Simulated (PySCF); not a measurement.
H₈N₂OSi₂, SMILES N[Si@@H](O)N[SiH3].

Geometry optimised at B3LYP-D3(BJ)/def2-SVP. The structure was generated by enumeration; whether it is a known compound was not checked. One conformer was computed; it need not be the lowest.

All values below come from TDA-PBE/def2-SVPD in PySCF.

Vertical excitations. Isolated molecule, no solvent.

Estimate the UV-visible absorptions. (Estimate from the structure and the level; the computed values follow.)


```json
[
 {"state": "S1", "energy (eV)": "5.68", "λ (nm)": "218", "f": "0.010", "main pairs": "HOMO→LUMO 98 %"},
 {"state": "S2", "energy (eV)": "5.86", "λ (nm)": "212", "f": "0.051", "main pairs": "HOMO−1→LUMO 96 %"},
 {"state": "S3", "energy (eV)": "6.10", "λ (nm)": "203", "f": "0.041", "main pairs": "HOMO→LUMO+1 90 %"},
 {"state": "S4", "energy (eV)": "6.28", "λ (nm)": "197", "f": "0.023", "main pairs": "HOMO→LUMO+2 90 %"},
 {"state": "S5", "energy (eV)": "6.41", "λ (nm)": "193", "f": "0.026", "main pairs": "HOMO−1→LUMO+1 82 %"},
 {"state": "S6", "energy (eV)": "6.47", "λ (nm)": "192", "f": "0.014", "main pairs": "HOMO−1→LUMO+2 84 %"},
 {"state": "S7", "energy (eV)": "6.72", "λ (nm)": "185", "f": "0.007", "main pairs": "HOMO→LUMO+3 97 %"},
 {"state": "S8", "energy (eV)": "6.89", "λ (nm)": "180", "f": "0.017", "main pairs": "HOMO−1→LUMO+3 95 %"},
 {"state": "S9", "energy (eV)": "7.03", "λ (nm)": "176", "f": "0.016", "main pairs": "HOMO−2→LUMO 66 %, HOMO→LUMO+4 27 %"},
 {"state": "S10", "energy (eV)": "7.05", "λ (nm)": "176", "f": "0.012", "main pairs": "HOMO→LUMO+4 65 %, HOMO−2→LUMO 30 %"},
 {"state": "T1", "energy (eV)": "5.50", "λ (nm)": "226", "f": "0", "main pairs": "HOMO→LUMO 98 %"},
 {"state": "T2", "energy (eV)": "5.68", "λ (nm)": "218", "f": "0", "main pairs": "HOMO−1→LUMO 98 %"},
 {"state": "T3", "energy (eV)": "5.90", "λ (nm)": "210", "f": "0", "main pairs": "HOMO→LUMO+1 94 %"},
 {"state": "T4", "energy (eV)": "6.06", "λ (nm)": "205", "f": "0", "main pairs": "HOMO−1→LUMO+1 98 %"}
]
```
Triplets are in the Tamm–Dancoff approximation.
